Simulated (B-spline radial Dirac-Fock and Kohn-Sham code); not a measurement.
Auger decay of the 4p1/2 hole in Sm²⁺

System: the Sm²⁺ ion, configuration [Xe] 4f6, inside a Watson sphere of charge -2 and radius 3 Å (a model of the Madelung potential; inside it an electron's potential energy is raised by 9.6 eV).

Input of the calculation (task.json; shells as n, l, electrons):

```json
{"items": [{
  "Z": 62,
  "q": 2,
  "cfg": [[1, 0, 2], [2, 0, 2], [2, 1, 6], [3, 0, 2], [3, 1, 6], [3, 2, 10], [4, 0, 2], [4, 1, 6], [4, 2, 10], [4, 3, 6], [5, 0, 2], [5, 1, 6]],
  "A": 152,
  "rrms": 5.0819,
  "watson": [-2, 3.0],
  "do": ["binding", "quiet", "decay"],
  "holes": ["K", "L1", "L2", "L3", "M1", "M2", "M3", "M4", "M5", "N1", "N2", "N3", "N4", "N5"]
}]}
```

Run with: `python xray_run.py task.json out`

The computed values come from a radial atomic solver: independent-particle radiative and Coulomb Auger rates from relativistic LDA hole-state orbitals, with Dirac-Fock energies. Kinetic energies are configuration averages from the vacuum level; the two-hole energies are estimated from single-hole states.

| transition | kinetic energy (eV) | width (meV) | share (%) |
| --- | --- | --- | --- |
| N2-N4O1 | 75.45 | 536 | 8.5 |
| N2-N5O1 | 80.16 | 83.0 | 1.3 |
| N2-N4O2 | 98.20 | 374 | 5.9 |
| N2-N4O3 | 102.1 | 707 | 11.1 |
| N2-N5O2 | 102.8 | 348 | 5.5 |
| N2-N4N7 | 117.3 | 2310 | 36.4 |
| N2-N4N6 | 117.6 | 1100 | 17.3 |
| N2-N5N6 | 121.5 | 279 | 4.4 |
| N2-N6O2 | 234.8 | 85.0 | 1.3 |
| N2-N7O2 | 235.2 | 140 | 2.2 |

Coster-Kronig rates are the weakest part of this model and often come out 1.5 to 2.5 times too large. Super-Coster-Kronig decay this fast strains the one-particle picture, and such widths tend to come out too large. The listed channels hold 94 % of the non-radiative rate. Summed by principal shells, of 6.35 eV in all: NNN 60.4 %, NNO 38.3 %, NOO 1.2 %.
